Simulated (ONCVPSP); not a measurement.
Before and after: ONCV potential for germanium (Ge)

```
Element                 : germanium
Generator               : ONCVPSP 4.0.1
Type                    : optimised norm-conserving Vanderbilt (ONCV)
Functional              : PW91
Relativity              : scalar-relativistic
Frozen core             : [Ar]
Valence charge          : 14
Reference configuration : 3d10 4s2 4p2
Partial waves           : 4s: rc 1.80 bohr, ncon 4, nbas 8, qcut 3.9 1/bohr, 1 projector; 4p: rc 2.00 bohr, ncon 4, nbas 8, qcut 4.8 1/bohr, 3 projectors, debl 1.3 Ha; 3d: rc 0.95 bohr, ncon 4, nbas 8, qcut 15.8 1/bohr, local
Local potential         : the d channel
Core correction         : none
```

Change: d: qcut 15.

Cutoffs: the cutoffs (Ha) at which the residual kinetic energy of the hardest occupied pseudo-wave falls to 1 and 0.1 mHa per electron; they do not see the model core or the augmentation charge, which bear on the density cutoff. Errors are all-electron minus pseudo energies relative to the spin-unpolarised reference configuration.

Q: Predict the effect on cutoff, ghosts and configuration errors.

A: The potential gets neither clearly harder nor softer (106 Ha and 117 Ha → 100 Ha and 112 Ha); the bound ghosts move from p, s to s; the lowest positive-energy flag moves from none to p at 5.3 eV; the number of tests with a reliable result goes from 4 to 3; the errors of the 3 common tests hardly move.

| quantity | base | changed |
| --- | --- | --- |
| cutoff, loose | 106 Ha | 100 Ha |
| cutoff, tight | 117 Ha | 112 Ha |
| loose cutoff by channel | s 8.3 Ha, p 6.8 Ha, d 106 Ha | s 8.3 Ha, p 6.8 Ha, d 100 Ha |
| bound ghosts | s, p | s |
| GHOST(+) flags under 300 eV | none | p at 5.3 eV |
| tests with a reliable result | 4 of 4 | 3 of 4 |
| error for 3d10 4s2 4p1, meV [ΔE 7.50 eV] | -0.5 | -0.6 |
| error for 3d10 4s2 4p0, meV [ΔE 23.03 eV] | +2.9 | +2.6 |
| error for 3d10 4s2 4p1.5, meV [ΔE 2.83 eV] | -0.3 | -0.3 |
| s: phases at 1.83 bohr within 0.05 rad from the reference energy up to (Ha; the scan ends near 5) | 1.0 | 1.1 |
| p: phases at 2.03 bohr within 0.05 rad from the reference energy up to (Ha; the scan ends near 5) | to the end of the scan | to the end of the scan |
| d: phases at 0.96 bohr within 0.05 rad from the reference energy up to (Ha; the scan ends near 5) | 2.3 | 2.1 |

 A true bound ghost makes a file unfit for plane-wave use even where its test errors are small: the radial tests pick states by their node count and pass the ghost by.
